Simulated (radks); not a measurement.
Values are calculated unless marked as measured or tabulated.
Excited configurations of Tc: one electron is placed in a higher orbital outside [Kr] 4d5 5s1. The ground configuration is [Kr] 4d5 5s2. Code: a radial shooting solver on a logarithmic mesh with Libxc functionals. Model: Dirac Kohn-Sham, LDA (Slater exchange, Perdew-Wang correlation), spin-unpolarised, spherical densities, finite nucleus; open shells fill j = l - 1/2 first; Fermi nuclear charge, rms radius 4.4112 fm. Excitation = E - E(ground); binding = E(ion) - E, where the ion is the core of charge +1; n* = 1/sqrt(2 binding) in atomic units, and the quantum defect is n - n*.

| outer orbital | excitation (eV) | binding (eV) | n* | quantum defect | eigenvalue (eV) | <r> (bohr) |
|---|---|---|---|---|---|---|
| 4f5/2 | 7.487 | 0.918 | 3.850 | 0.150 | -0.437 | 17.27 |
| 5p1/2 | 3.715 | 4.690 | 1.703 | 3.297 | -2.299 | 4.364 |
| 5d3/2 | 6.754 | 1.651 | 2.871 | 2.129 | -0.726 | 9.808 |
| 5f5/2 | 7.768 | 0.637 | 4.622 | 0.378 | -0.370 | 29.15 |
| 6s1/2 | 5.919 | 2.486 | 2.339 | 3.661 | -1.457 | 8.713 |
| 6p1/2 | 6.589 | 1.816 | 2.737 | 3.263 | -1.035 | 11.11 |
| 7s1/2 | 7.097 | 1.308 | 3.226 | 3.774 | -0.812 | 16.83 |
| 7p1/2 | 7.366 | 1.039 | 3.619 | 3.381 | -0.642 | 20.44 |
| 7d3/2 | 7.725 | 0.680 | 4.474 | 2.526 | -0.422 | 30.57 |
| 7f5/2 | 8.056 | 0.349 | 6.243 | 0.757 | -0.230 | 60.76 |

Estimate the row for 6d3/2.

Answer. excitation (eV) 7.382; binding (eV) 1.022; n* 3.648; quantum defect 2.352; eigenvalue (eV) -0.576; <r> (bohr) 18.85. The Delta-SCF ionisation energy is 8.405 eV (NIST Atomic Spectra Database: 7.119 eV, measured). Self-interaction in the functional shifts the binding energies and quantum defects, so they are the method's values and not measured ones. Spin polarisation and multiplet splitting are left out, so open shells lie too high by an amount that depends on their filling.

Beside tabulated values, note that spin-unpolarised runs miss the spin-polarisation part of the exchange energy of open shells.
